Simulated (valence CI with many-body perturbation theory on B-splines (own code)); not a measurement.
Sb²⁰⁺: electric-dipole lines

Level of theory: valence CI with perturbative core correlation (CI+MBPT): three valence electrons over a frozen Dirac-Fock core [Ar] 3d10, radial functions for each j: 11 s, 11 p, 10 d, 8 f, 5 g, 2 h, with the one-electron correlation potential Σ1 (screened to all orders), the two-electron term Σ2, the three-electron term Σ3, Breit, model QED; selected single and double excitations, second order for the rest, scaled by the run's own slope (own B-spline code, finite nucleus).

No measured levels were compared; by estimate levels hold to about 250 cm⁻¹ or 0.2 % of their energy and the worst to 1 %, as in measured heavy ions of charge 2 to 7; those with d or f electrons hold less well.

Lines 1 to 50 of 557 in falling wavelength, among levels below 2375500 cm⁻¹, chosen from the strongest by gf and those to the six lowest levels. Wavelengths and rates use the calculated energies, so an error of 2000 cm⁻¹ moves a line at 59.91 nm by 1.2 % and its rate by three times that or more. Electric multipoles are in the length gauge with retardation, E1 and E2 with the static RPA response of the core. Weak lines are less certain than strong ones. Lines between different terms over intervals too small for the method are left out, as are lines whose strength nearly cancels. Where a level lies close to another of its J and parity, the split of strength between their lines is uncertain. The highest levels of a list are the least certain.

Names give the largest LS component (configuration and term), which can be under half, so a name can repeat, a term be missing and a line seem to break the LS rules; names also repeat where a configuration has a term twice. Letters in brackets count levels of one name in rising energy.

| λ vac (nm) | Upper | Lower | A (s⁻¹) | log gf | Branch % |
| --- | --- | --- | --- | --- | --- |
| 59.91 | 4s4p5p ⁴D_1/2 | 4s4p5s ⁴P°_1/2 | 3.45e+09 | -0.43 | 0.9 |
| 59.38 | 4s4p5p ⁴D_3/2 | 4s4p5s ⁴P°_3/2 | 2.32e+09 | -0.31 | 0.7 |
| 57.31 | 4s²5p ²P°_1/2 | 4s²5s ²S_1/2 | 4.17e+09 | -0.39 | 1.5 |
| 46.40 | 4s²5p ²P°_3/2 | 4s²5s ²S_1/2 | 7.53e+09 | -0.01 | 2.9 |
| 40.56 | 4s4p² ⁴P_1/2 | 4s²4p ²P°_3/2 | 8.71e+07 | -2.37 | 3.7 |
| 35.52 | 4s²5d ²D_5/2 | 4s²5p ²P°_3/2 | 2.05e+10 | 0.37 | 6.2 |
| 32.43 | 4s4p² ⁴P_3/2 | 4s²4p ²P°_3/2 | 2.42e+08 | -1.82 | 81.9 |
| 32.12 | 4p³ ²D°_5/2 | 4s4p² ²P_3/2 | 3.98e+09 | -0.43 | 13.6 |
| 32.01 | 4s²5d ²D_3/2 | 4s²5p ²P°_1/2 | 1.79e+10 | 0.04 | 4.5 |
| 31.70 | 4p²4f ²H°_9/2 | 4s4p4f ²G_7/2 [b] | 2.16e+09 | -0.49 | 1.0 |
| 30.37 | 4p²4d ⁴F_9/2 [a] | 4s4p4d ²F°_7/2 [a] | 2.69e+09 | -0.43 | 9.3 |
| 29.61 | 4s4p² ⁴P_5/2 | 4s²4p ²P°_3/2 | 1.92e+09 | -0.82 | 100.0 |
| 29.39 | 4p4d² ²H°_9/2 | 4s4d² ²G_9/2 | 2.65e+09 | -0.46 | 6.2 |
| 29.24 | 4s4p5p ⁴D_3/2 | 4s²5p ²P°_1/2 | 8.90e+09 | -0.34 | 2.6 |
| 28.89 | 4s4p² ⁴P_1/2 | 4s²4p ²P°_1/2 | 2.26e+09 | -1.25 | 96.3 |
| 26.83 | 4p²4f ⁴G°_9/2 | 4s4p4f ⁴F_9/2 [b] | 3.07e+09 | -0.48 | 2.5 |
| 26.69 | 4p4d² ⁴G°_7/2 | 4s4p4f ⁴D_7/2 | 3.97e+09 | -0.47 | 12.2 |
| 26.65 | 4p³ ²P°_3/2 [a] | 4s4p² ²D_3/2 | 4.04e+09 | -0.76 | 7.6 |
| 26.59 | 4p²4d ²D_5/2 [a] | 4s4p4d ²F°_7/2 [b] | 5.93e+09 | -0.42 | 2.8 |
| 26.50 | 4p4d² ⁴G°_9/2 | 4s4d² ⁴F_9/2 | 5.09e+09 | -0.27 | 13.5 |
| 26.39 | 4p²4f ²H°_11/2 | 4s4p4f ⁴G_11/2 | 3.83e+09 | -0.32 | 13.3 |
| 26.35 | 4p²4f ⁴G°_7/2 | 4s4p4f ⁴F_7/2 | 4.28e+09 | -0.45 | 2.4 |
| 26.15 | 4p4d² ²F°_7/2 [a] | 4s4d² ⁴F_9/2 | 6.21e+09 | -0.29 | 8.1 |
| 25.63 | 4p4d² ⁴F°_7/2 | 4s4p4f ⁴F_9/2 [b] | 4.60e+09 | -0.44 | 2.4 |
| 25.60 | 4s4p² ²D_3/2 | 4s²4p ²P°_3/2 | 9.99e+08 | -1.41 | 4.0 |
| 25.31 | 4p²4d ⁴F_9/2 [a] | 4s4p4d ⁴D°_7/2 | 3.74e+09 | -0.45 | 12.8 |
| 25.25 | 4p²4d ⁴F_5/2 | 4s4p4d ⁴D°_3/2 | 5.64e+09 | -0.49 | 11.8 |
| 25.21 | 4p²4d ⁴F_9/2 [b] | 4s4p4d ²F°_7/2 [b] | 6.70e+09 | -0.19 | 19.7 |
| 24.99 | 4p³ ⁴S°_3/2 | 4s4p² ²D_5/2 | 8.55e+09 | -0.49 | 12.1 |
| 24.87 | 4p²4f ²G°_7/2 [a] | 4s4p4f ⁴F_9/2 [a] | 8.91e+09 | -0.18 | 12.1 |
| 24.66 | 4p³ ²D°_5/2 | 4s4p² ²D_5/2 | 1.09e+10 | -0.22 | 37.4 |
| 24.63 | 4p²4f ²G°_9/2 [a] | 4s4p4f ⁴G_11/2 | 7.00e+09 | -0.20 | 5.0 |
| 24.53 | 4p²4f ²G°_7/2 [c] | 4s4d² ²G_9/2 | 6.55e+09 | -0.33 | 3.4 |
| 24.51 | 4s4p² ⁴P_3/2 | 4s²4p ²P°_1/2 | 5.35e+07 | -2.72 | 18.1 |
| 24.32 | 4p²4d ⁴F_7/2 | 4s4p4d ⁴F°_9/2 | 1.29e+10 | -0.04 | 34.6 |
| 24.08 | 4p²4d ⁴F_5/2 | 4s4p4d ⁴F°_7/2 | 1.51e+10 | -0.10 | 31.4 |
| 23.96 | 4p²4d ⁴F_3/2 | 4s4p4d ⁴F°_5/2 | 1.36e+10 | -0.33 | 31.9 |
| 23.90 | 4p²4d ⁴F_9/2 [b] | 4s4p4d ²F°_7/2 [a] | 5.86e+09 | -0.30 | 17.2 |
| 23.60 | 4s4p² ²P_1/2 | 4s²4p ²P°_3/2 | 3.56e+09 | -1.23 | 4.2 |
| 23.46 | 4p²4d ⁴F_9/2 [a] | 4s4p4d ⁴F°_9/2 | 1.23e+10 | 0.01 | 42.2 |
| 23.36 | 4p³ ²P°_3/2 [a] | 4s4p² ⁴P_5/2 | 2.12e+10 | -0.16 | 40.1 |
| 23.21 | 4p²4d ²D_5/2 [c] | 4s4p4d ²P°_3/2 | 1.15e+10 | -0.25 | 18.4 |
| 23.11 | 4p³ ²P°_3/2 [b] | 4s4p² ²P_3/2 | 2.03e+10 | -0.19 | 31.1 |
| 23.04 | 4s4p4f ²F_7/2 [b] | 4s²4f ²F°_7/2 | 7.27e+09 | -0.33 | 3.4 |
| 23.02 | 4s4d² ²F_5/2 | 4s²4f ²F°_5/2 | 7.27e+09 | -0.46 | 3.6 |
| 22.96 | 4p²4d ⁴P_5/2 | 4s4p4d ⁴D°_7/2 | 1.44e+10 | -0.16 | 6.2 |
| 22.93 | 4p²4f ²G°_7/2 [b] | 4s4p4f ²G_7/2 [a] | 6.13e+09 | -0.41 | 5.3 |
| 22.88 | 4s4p² ²D_5/2 | 4s²4p ²P°_3/2 | 7.34e+09 | -0.46 | 100.0 |
| 22.78 | 4p²4d ²F_7/2 [b] | 4s4p4d ²F°_5/2 [b] | 5.56e+09 | -0.46 | 2.3 |
| 22.74 | 4p²4d ²F_7/2 [b] | 4s4p4d ²F°_7/2 [b] | 7.97e+09 | -0.31 | 3.3 |
